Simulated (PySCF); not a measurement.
# C7H8NO: g tensor and hyperfine couplings

C₇H₈NO (doublet state).
Structure used (GFN2-xTB), in Å, numbered top down from 1:
```xyz
17
C7H8NO angstrom
C      3.787    0.695    0.698
C      2.913    0.226    0.023
C      1.924   -0.402   -0.829
O      2.181   -1.315   -1.584
N      0.697    0.163   -0.704
C     -0.467   -0.380   -1.382
C     -1.534   -0.738   -0.457
C     -2.220   -0.316    0.557
C     -2.129    1.046    1.222
H      4.541    1.116    1.296
H      0.547    0.863    0.005
H     -0.104   -1.260   -1.930
H     -0.846    0.340   -2.124
H     -2.957   -0.967    1.015
H     -3.130    1.445    1.372
H     -1.559    1.744    0.614
H     -1.651    0.945    2.196
```

The hyperfine couplings belong to this conformer and change with its torsions.

The species is `C(C#C)(NC/[C]=C\C)=O` [radical].

Method: UKS B3LYP, pcH-1 on C H N O, non-relativistic, mean-field spin-orbit, GIAO in PySCF 2.14.0. Isolated species at its GFN2-xTB geometry (one conformer only). The geometry wasn't refined by DFT: couplings that depend on bond lengths, twists or pyramidal angles can differ widely from those at the functional's own minimum. The SCF solution wasn't tested for stability.

* g1, g2, g3: 2.00161, 2.00224, 2.00273
* g_iso: 2.00219
* Form of g: rhombic: the two nearest values differ by 44 % of g3 − g1
* ⟨S²⟩: 0.7588 (exact 0.7500)
* HOMO–LUMO gap, α and β orbitals: 4.84, 5.12 eV

Hyperfine couplings atom by atom, in MHz; T1 to T3 are the principal values of the dipolar part; ρ(0) is the spin density at the nucleus:

```tsv
atom	isotope	a_iso	T1	T2	T3	Mulliken spin population	ρ(0) (bohr⁻³)
C1	13C	0.7	-0.4	-0.1	0.5	0.00	0.0006
C2	13C	3.8	-0.5	-0.2	0.7	0.00	0.0034
C3	13C	0.2	-0.7	-0.2	0.9	0.00	0.0001
O4	17O	-1.5	-4.8	2.1	2.7	0.01	0.0024
N5	14N	11.7	-2.0	-1.5	3.5	0.02	0.0363
C6	13C	33.8	-4.5	-2.6	7.1	-0.04	0.0301
C7	13C	275.7	-81.1	-60.0	141.1	0.99	0.2452
C8	13C	-9.8	-18.3	2.4	15.9	-0.15	-0.0087
C9	13C	83.9	-7.8	-7.0	14.9	0.08	0.0746
H10	1H	-0.2	-0.4	-0.3	0.6	0.00	0.0000
H11	1H	-2.1	-4.7	-1.8	6.5	0.00	-0.0005
H12	1H	97.3	-7.7	-5.3	13.0	0.03	0.0218
H13	1H	39.9	-5.4	-4.1	9.5	0.02	0.0089
H14	1H	115.4	-6.9	-4.9	11.8	0.05	0.0258
H15	1H	-6.7	-4.0	-1.7	5.7	0.00	-0.0015
H16	1H	-6.4	-5.5	-1.4	7.0	0.00	-0.0014
H17	1H	-8.9	-4.0	-1.5	5.5	0.00	-0.0020
```

Largest spin populations (Mulliken): C7 (+0.99), C8 (-0.15) and C9 (+0.08). No atom but C7 exceeds +0.15. The positive populations add up to 1.20 and the negative ones to -0.20, together 2S = 1.

Under fast tumbling the dipolar parts average out, and these isotropic splittings remain: 1 × 1H (H14, I = 1/2, 2 lines) with 4.12 mT, 2 × 1H (H12/H13, I = 1/2, 3 lines) with 2.45 mT, 1 × 14N (N5, I = 1, 3 lines) with 0.42 mT, 3 × 1H (H15/H16/H17, I = 1/2, 4 lines) with 0.26 mT and 1 × 1H (H11, I = 1/2, 2 lines) with 0.07 mT.

Nuclei that the bonding pattern makes equivalent are averaged, as if the motion that swaps them (rotation, inversion, ring flip) were fast. The 1H value of +68.6 MHz is a mean of couplings from 39.9 to 97.3 MHz in this one geometry, not an average over conformers.

The 13C coupling of C7 (275.7 MHz) shows only in satellite lines or after enrichment, since that isotope makes up about 1.07 % of natural carbon.

The spin density at the nucleus, in bohr⁻³, is negative for C8 (-0.0087) and H15/H16/H17 (-0.0016), for instance. A restricted open-shell determinant has no negative spin density anywhere; here it arises because α and β orbitals differ (spin polarisation).

Time: 1.8 min wall (with the writing of density and orbital grids); peak memory 1.1 GiB. Hardware: one thread of an Arm Neoverse V1, shared host with 32 logical CPUs at a one-minute load of 19.
